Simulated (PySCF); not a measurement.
# Fractional electron number in Pt⁻ (platinum, charge -1)

The 6s beta orbital of [Xe] 4f14 5d9 6s2 is emptied in steps (occupation f), with all orbitals relaxed, ending at [Xe] 4f14 5d9 6s1. Calculation: PySCF 2.14, in def2-TZVPPD with the def2 core potential (60 electrons); a scalar-relativistic core potential. The exact energy is a straight line in f; departures are measured from the line between the end points of the same method.

| f | BHandHLYP (eV) | wB97X (eV) | TPSS (eV) |
| --- | --- | --- | --- |
| 1 | 0.000 | 0.000 | 0.000 |
| 0.75 | -0.253 | -0.048 | -0.528 |
| 0.5 | -0.340 | -0.068 | -0.710 |
| 0.25 | -0.258 | -0.054 | -0.546 |
| 0 | 0.000 | 0.000 | 0.000 |

Task: For wB97X, how does the orbital energy at f = 1 compare with the removal energy?

Result: −ε = 1.484 eV against a total-energy difference of 1.725 eV. By Janak's theorem ε = ∂E/∂f, so the gap between them reflects the curvature. Along the path −ε is 1.585 (f = 0.75), 1.710 (f = 0.5), 1.862 (f = 0.25) eV.

```json
{"method": "BHandHLYP", "E(f=0) − E(f=1) (eV)": "1.474", "−ε at f=1 (eV)": "0.133", "−ε at f=0.5 (eV)": "1.462"}
{"method": "wB97X", "E(f=0) − E(f=1) (eV)": "1.725", "−ε at f=1 (eV)": "1.484", "−ε at f=0.5 (eV)": "1.710"}
{"method": "TPSS", "E(f=0) − E(f=1) (eV)": "1.810", "−ε at f=1 (eV)": "-0.986", "−ε at f=0.5 (eV)": "1.785"}
```

At f = 1 the orbital energy is positive for TPSS: only the finite basis holds the electron.

Reference removal energy between the ground levels: 2.125 eV (measured; photodetachment measurements, as compiled on the Wikipedia data page of electron affinities). The calculation has no spin-orbit coupling.
